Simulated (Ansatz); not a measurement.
Consider the redistribution: `CCO[SiH2]OC` + `[SiH3]P` → `CCO[SiH2]P` + `CO[SiH3]`.

Isolated molecules relaxed with PBE0-D4/def2-TZVP in Ansatz; ΔE leaves out vibrations. CCSD(T)/CBS is the MP2 limit (def2-TZVPP, def2-QZVPP) plus CCSD(T) − MP2 in def2-TZVPP, frozen cores. This one scheme is used for every species. DFT in def2-TZVPP. B3LYP here is the variant with VWN-RPA as its local correlation; programs differ in this. Each species was taken in one conformer, which may not be the lowest.

```tsv
species	B3LYP energy (Eh)
`CCO[SiH2]OC`	-560.50371
`[SiH3]P`	-633.91013
`CCO[SiH2]P`	-787.86633
`CO[SiH3]`	-406.53801
```

Q: Work out ΔE.

A: ΔE = (-787.86633) + (-406.53801) − (-560.50371) − (-633.91013) = 0.00950 Eh = +24.9 kJ/mol. CCSD(T)/CBS gives +25.7 kJ/mol.

Largest T1 diagnostic among the species: 0.013.
